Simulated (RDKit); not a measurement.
A run for RDKit: UFF on CHFO (a complex).

```python
from rdkit import Chem
from rdkit.Chem import AllChem, rdDetermineBonds

blocks = [
'''2

F    -0.11084606   -0.27438190   -0.45428820
H    -0.07941079   -0.21394166    0.47618334
''',
'''2

C    -0.01212052   -0.08230280    2.48725011
O     0.02511885   -0.00888222    3.60548435
''',
]
mol = None
for b in blocks:
    f = Chem.MolFromXYZBlock(b)
    rdDetermineBonds.DetermineBonds(f, charge=0)
    mol = f if mol is None else Chem.CombineMols(mol, f)
Chem.SanitizeMol(mol)
print(Chem.MolToSmiles(Chem.RemoveHs(mol)))
ff = AllChem.UFFGetMoleculeForceField(mol, vdwThresh=100.0, ignoreInterfragInteractions=False)
e = ff.CalcEnergy()
print(f'UFF energy {e:.6f} kcal/mol')
```

It printed:

```
F.[C-]#[O+]
UFF energy 27.022554 kcal/mol
```

The run finished.

Cost: around 0.04 core-seconds (rough).
